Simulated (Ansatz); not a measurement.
Relaxation of the cluster FeF2 with RKS r2SCAN-D4/def2-TZVP.

```sh
$ ansatz run in.yaml --threads 4 --pin off --events-out ev --progress --plain --max-ram 3916MiB
```

```yaml
crystal:
  periodic: [false, false, false]
  atoms:
    - {symbol: Fe, position_ang: [0.000100, -0.000110, -0.000070]}
    - {symbol: F, position_ang: [1.104550, 0.347520, 1.115200]}
    - {symbol: F, position_ang: [-1.104650, -0.347410, -1.115130]}
basis:
  gaussian: {orbitals: def2-TZVP}
hamiltonian: {xc: r2scan, dispersion: d4}
scf: {omitted_lower_state_checks: [starts]}
output: {orbitals: {seedname: orbitals}}
relax: {f_tol: 0.02, max_steps: 100}
```

Hardware: 4 threads of AMD EPYC 7R43 on a shared host. Wall time 13 s.

Positions (Å) and forces (eV/Å) at steps 1, 2, 3, 4 of 4:

```xyz
3
step=1 energy=-39819.7102 eV
Fe    0.000    0.000    0.000    0.001   -0.001    0.000
F     1.105    0.348    1.115    2.214    0.697    2.236
F    -1.105   -0.347   -1.115   -2.215   -0.696   -2.236
3
step=2 energy=-39819.8951 eV
Fe    0.000    0.000    0.000    0.001    0.000    0.000
F     1.131    0.356    1.142    1.137    0.358    1.148
F    -1.131   -0.356   -1.142   -1.138   -0.358   -1.148
3
step=3 energy=-39819.9747 eV
Fe    0.000    0.000    0.000    0.000    0.000    0.000
F     1.161    0.365    1.172    0.165    0.052    0.166
F    -1.161   -0.365   -1.172   -0.165   -0.052   -0.166
3
step=4 energy=-39819.9767 eV
Fe    0.000    0.000    0.000    0.000    0.000    0.000
F     1.167    0.367    1.178   -0.002   -0.001   -0.002
F    -1.167   -0.367   -1.178    0.002    0.001    0.002
```

The restricted singlet is unstable: a solution with broken spin symmetry lies lower. At r2SCAN-D4/def2-TZVP a quintet of charge 0 lies 3.58 eV below the restricted singlet, each at its own geometry. The structure comes from a short search, and lower isomers may exist.
